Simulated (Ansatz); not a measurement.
C6H4F6O2Sn, SMILES `[CH3][Sn-]1[O]C(C(F)(F)F)=CC(C(F)(F)F)=[O+]1` at its PBE0-D4/def2-TZVP geometry, where that method's forces vanish. The species carries charge 0 and has multiplicity 1. Sn: def2 effective core potential.

```csv
atom,x (Å),y (Å),z (Å)
C1,2.662,0.549,0.981
Sn2,1.490,-1.004,1.968
O3,0.773,-1.691,-0.008
C4,-0.073,-1.141,-0.749
C5,-0.152,-1.786,-2.145
F6,1.033,-1.701,-2.747
F7,-0.473,-3.072,-2.033
F8,-1.055,-1.202,-2.931
C9,-0.920,-0.074,-0.464
C10,-0.983,0.526,0.790
C11,-2.022,1.640,1.017
F12,-2.859,1.287,1.990
F13,-2.743,1.901,-0.073
F14,-1.405,2.762,1.381
O15,-0.304,0.281,1.812
H16,2.108,1.006,0.159
H17,3.587,0.122,0.585
H18,2.928,1.329,1.700
H19,-1.592,0.268,-1.233
```

(1) For each bond, give half the difference of the two atoms' forces along it (eV/Å; positive pushes the atoms apart) under PBE-D4, r2SCAN-D4, B3LYP-D4, ωB97M-V in def2-TZVPP. (Estimate.)

Results:

(1) Ansatz gave: 
```json
{"bond": "C1–Sn2", "length (Å)": "2.181", "PBE-D4": "0.18", "r2SCAN-D4": "0.05", "B3LYP-D4": "0.28", "ωB97M-V": "-0.09"}
{"bond": "C1–H16", "length (Å)": "1.092", "PBE-D4": "0.09", "r2SCAN-D4": "-0.02", "B3LYP-D4": "-0.09", "ωB97M-V": "-0.02"}
{"bond": "C1–H17", "length (Å)": "1.093", "PBE-D4": "0.09", "r2SCAN-D4": "-0.02", "B3LYP-D4": "-0.08", "ωB97M-V": "-0.02"}
{"bond": "C1–H18", "length (Å)": "1.093", "PBE-D4": "0.09", "r2SCAN-D4": "-0.02", "B3LYP-D4": "-0.08", "ωB97M-V": "-0.02"}
{"bond": "Sn2–O3", "length (Å)": "2.211", "PBE-D4": "-0.09", "r2SCAN-D4": "-0.17", "B3LYP-D4": "0.10", "ωB97M-V": "-0.06"}
{"bond": "Sn2–O15", "length (Å)": "2.211", "PBE-D4": "-0.09", "r2SCAN-D4": "-0.17", "B3LYP-D4": "0.10", "ωB97M-V": "-0.06"}
{"bond": "O3–C4", "length (Å)": "1.251", "PBE-D4": "0.83", "r2SCAN-D4": "0.45", "B3LYP-D4": "0.22", "ωB97M-V": "0.10"}
{"bond": "C4–C5", "length (Å)": "1.540", "PBE-D4": "-0.47", "r2SCAN-D4": "-0.27", "B3LYP-D4": "-0.21", "ωB97M-V": "-0.06"}
{"bond": "C4–C9", "length (Å)": "1.392", "PBE-D4": "-0.16", "r2SCAN-D4": "-0.07", "B3LYP-D4": "-0.04", "ωB97M-V": "0.00"}
{"bond": "C5–F6", "length (Å)": "1.332", "PBE-D4": "0.62", "r2SCAN-D4": "0.28", "B3LYP-D4": "0.29", "ωB97M-V": "0.14"}
{"bond": "C5–F8", "length (Å)": "1.332", "PBE-D4": "0.59", "r2SCAN-D4": "0.26", "B3LYP-D4": "0.28", "ωB97M-V": "0.15"}
{"bond": "C9–C10", "length (Å)": "1.392", "PBE-D4": "-0.16", "r2SCAN-D4": "-0.07", "B3LYP-D4": "-0.03", "ωB97M-V": "0.00"}
{"bond": "C11–F12", "length (Å)": "1.331", "PBE-D4": "0.62", "r2SCAN-D4": "0.28", "B3LYP-D4": "0.29", "ωB97M-V": "0.15"}
{"bond": "C11–F14", "length (Å)": "1.331", "PBE-D4": "0.62", "r2SCAN-D4": "0.28", "B3LYP-D4": "0.29", "ωB97M-V": "0.14"}
```

B3LYP here is the variant with VWN-RPA as its local correlation; programs differ in this.
